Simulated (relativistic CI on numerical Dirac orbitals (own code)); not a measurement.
# Calculated levels, W57+

Calculated at this level of theory: Dirac-Coulomb-Breit CI, separate exchange-only KLI orbitals for each configuration, model QED (radiative potential, 1s self-energy scaled to tabulated hydrogen-like ionisation energies), unscaled Slater integrals (own radial code, finite nucleus).

CI space (outside the closed core [Ne]): 3s²3p⁵, 3s²3p⁴3d, 3s3p⁶, 3s3p⁵3d, 3s3p⁴3d², 3p⁶3d, 3s²3p³3d4p, 3s3p⁴3d4s, 3p⁶4s, 3s²3p⁴4s, 3p⁶4p, 3s²3p⁴4p, 3s²3p³3d², 3s²3p²3d³, 3s3p³3d³, 3s²3p²3d²4s, 3s²3p²3d²4p. Double excitations out of closed p, d and f shells are left out; levels of such configurations are missing from the list, as are those of other unlisted configurations, and high levels can miss mixing partners.

The lowest level is 3s²3p⁵ ²P°3/2, with 99 % of that term; Hund's rules for 3s²3p⁵ give ²P° with J = 3/2, in agreement.

```
No.    Configuration  Term     J   E (eV)   %  Landé g      jj configuration (%)
  1           3s²3p⁵   ²P°   3/2    0.000  99    1.321              3p3/2^3 (99)
  2        3p⁴(3P)3d    ⁴D   3/2  235.887  35    1.164        3p3/2^2 3d3/2 (99)
  3        3p⁴(3P)3d    ⁴D   5/2  242.144  38    1.175        3p3/2^2 3d3/2 (96)
  4        3p⁴(3P)3d    ⁴P   1/2  242.965  50    1.715        3p3/2^2 3d3/2 (98)
  5        3p⁴(3P)3d    ²F   7/2  245.868  35    1.103        3p3/2^2 3d3/2 (99)
  6        3p⁴(1S)3d    ²D   3/2  265.233  63    0.841        3p3/2^2 3d3/2 (98)
  7        3p⁴(1D)3d    ²F   7/2  316.659  47    1.246        3p3/2^2 3d5/2 (99)
  8        3p⁴(3P)3d    ⁴F   9/2  318.944  68    1.250        3p3/2^2 3d5/2 (99)
  9        3p⁴(3P)3d    ²P   1/2  325.584  58    1.175        3p3/2^2 3d5/2 (97)
 10           3s²3p⁵   ²P°   1/2  347.828  99    0.648        3p1/2 3p3/2^4 (99)
 11        3p⁴(1S)3d    ²D   5/2  348.032  54    1.206        3p3/2^2 3d5/2 (99)
 12        3p⁴(3P)3d    ²P   3/2  354.672  39    1.189        3p3/2^2 3d5/2 (97)
 13        3p⁴(3P)3d    ²D   5/2  358.826  55    1.173        3p3/2^2 3d5/2 (95)
 14  3p³(2P°)3d²(3F)   ⁴F°   3/2  487.026  29    0.876        3p3/2 3d3/2^2 (99)
 15  3p³(2P°)3d²(3F)   ⁴F°   5/2  493.196  24    0.978        3p3/2 3d3/2^2 (96)
 16  3p³(2P°)3d²(3F)   ⁴D°   1/2  493.659  47    0.179        3p3/2 3d3/2^2 (98)
 17  3p³(2P°)3d²(3F)   ²G°   7/2  495.346  24    1.042        3p3/2 3d3/2^2 (97)
 18  3p³(2P°)3d²(1S)   ²P°   3/2  518.706  19    1.400        3p3/2 3d3/2^2 (94)
 19            3s3p⁶    ²S   1/2  541.229  73    1.955                   3s (73)
 20  3p³(2P°)3d²(3F)   ⁴G°   9/2  565.474  33    1.180    3p3/2 3d3/2 3d5/2 (99)
 21        3s²3p³3d²   ²F°   7/2  569.782  23    1.198    3p3/2 3d3/2 3d5/2 (98)
 22        3p⁴(3P)3d    ⁴D   1/2  572.079  79    0.236  3p1/2 3p3/2^3 3d3/2 (95)
 23  3p³(2P°)3d²(3F)   ⁴D°   3/2  578.990  33    1.132    3p3/2 3d3/2 3d5/2 (96)
 24  3p³(2D°)3d²(3P)   ⁴P°   1/2  579.304  46    1.719    3p3/2 3d3/2 3d5/2 (97)
 25  3p³(2P°)3d²(3F)   ²F°   5/2  580.297  25    1.061    3p3/2 3d3/2 3d5/2 (98)
 26  3p³(2P°)3d²(3P)   ⁴D°   5/2  581.361  25    1.450    3p3/2 3d3/2 3d5/2 (99)
 27  3p³(2P°)3d²(3F)   ⁴G°  11/2  582.801  36    1.160    3p3/2 3d3/2 3d5/2 (95)
 28        3p⁴(3P)3d    ⁴F   3/2  582.884  32    0.932  3p1/2 3p3/2^3 3d3/2 (97)
 29        3s²3p³3d²   ²F°   7/2  586.811  27    1.133    3p3/2 3d3/2 3d5/2 (97)
 30        3p⁴(3P)3d    ⁴F   5/2  591.059  49    0.981  3p1/2 3p3/2^3 3d3/2 (99)
```

Energies count from the lowest computed level; ° marks odd parity. Percentages are summed over parent terms; the parents shown are those of the largest component, closed shells are left out there. Filled j subshells are mostly left out of the jj labels.

The mean weight of the leading LS term, summed over parents, in these 30 levels is 46 %, and that of the leading jj configuration (from the same eigenvectors) 97 %, so jj coupling describes them better and the LS labels are nominal.

At this charge energies of transitions that change n are usually good to better than 1 %, and those within a shell (Δn = 0) to a few per cent.

LS names give the leading component of a level, which can be under half, so a name can repeat, a term be missing and a line seem to break the LS rules.
